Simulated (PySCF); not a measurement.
C5H3F, SMILES C(F)(C#C)=C=C. Atoms are numbered in the order given.

```xyz
9

C      0.9647    -2.3197     0.0000
C      0.3543    -1.2710     0.0000
C     -0.3623    -0.0395     0.0000
F     -1.7098    -0.1585     0.0000
C      0.2071     1.1508     0.0000
C      0.7978     2.3158     0.0000
H      1.5052    -3.2477     0.0000
H      1.0566     2.8280    -0.9355
H      1.0566     2.8280     0.9355
```

Geometry optimised at B3LYP-D3(BJ)/def2-SVP. This is a generated structure with no PubChem entry under its InChIKey; it may be hypothetical.

All values below come from PBE/def2-TZVP (PySCF).

Symmetry labels are those of the subgroup Cs that the program uses (full group Cs).

Computed valence orbital energies around the gap with their symmetry:
```csv
orbital,symmetry,energy (eV)
HOMO−7,A',-12.24
HOMO−6,A",-11.62
HOMO−5,A",-10.98
HOMO−4,A',-9.50
HOMO−3,A",-8.00
HOMO−2,A',-7.80
HOMO−1,A',-7.11
HOMO,A",-6.01
LUMO,A',-2.16
LUMO+1,A",-1.85
LUMO+2,A',-0.03
LUMO+3,A',0.94
```
